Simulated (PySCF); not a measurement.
# Correlation energy of O²⁺ (oxygen, charge +2)

[He] 2s2 2p1 3s1, high-spin 3P determinant (an excited configuration). Calculation: PySCF 2.14, in dyall-av3z (15s9p3d2f, 71 functions); no relativity, point nucleus. Frozen: 1s2; 4 electrons correlated; the 13 highest virtual orbitals of each spin left out.

| level | correlation energy (mhartree) |
| --- | --- |
| CCSD | -107.06 |
| (T) | -2.26 |
| CCSD(T) | -109.32 |

Diagnostics: T1 = 0.0091, D1 = 0.0225, largest double amplitude 0.127.

Task: Is a single reference adequate?

Result: Mostly. T1 lies below 0.03, but a double amplitude of this size points to a near-degeneracy that CCSD handles and MP2 describes poorly.
